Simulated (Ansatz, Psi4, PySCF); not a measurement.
C2Cl4, singlet, at a GFN2-xTB geometry. Base run: PBE0/def2-SVP run with PySCF.

Here is a job for PySCF.
```python
from pyscf import gto, scf, dft

mol = gto.M(
    atom='''
C     0.00305246    0.00262455    0.66926011
C    -0.00305246   -0.00262455   -0.66926011
Cl    0.00298418    1.45814059    1.57060993
Cl    0.01139454   -1.44577756    1.58195950
Cl   -0.00298418   -1.45814059   -1.57060993
Cl   -0.01139454    1.44577756   -1.58195950
''',
    basis='def2-svp',
    verbose=4,
)

mf = dft.RKS(mol)
mf.xc = 'pbe0'
mf.kernel()
```

The same geometry, method and basis name were run in Ansatz (an electronic-structure program) and Psi4 and PySCF, at each program's defaults and at the settings that a row names. The base is PySCF at its defaults. Differences at the defaults can come from grids, fitting, cores and function types together.

```tsv
code and settings	ΔE vs base (µEh)	basis functions	E (Eh)	SCF cycles
PySCF, defaults (exact integrals, its default grid, spherical functions)	0.0	100	-1915.64216	8
Psi4, defaults (density fitting with its default set, its default grid, spherical functions)	-13.7	100	-1915.64218	7
Ansatz, defaults (factorised integrals, its default grid, spherical functions)	2.9	100	-1915.64216	-
PySCF, density fitting with def2-universal-jkfit	-8.3	100	-1915.64217	8
PySCF, fine grid	0.9	100	-1915.64216	8
Psi4, exact integrals, spherical functions, fine grid	0.9	100	-1915.64216	10
Ansatz, high accuracy	0.4	100	-1915.64216	-
```
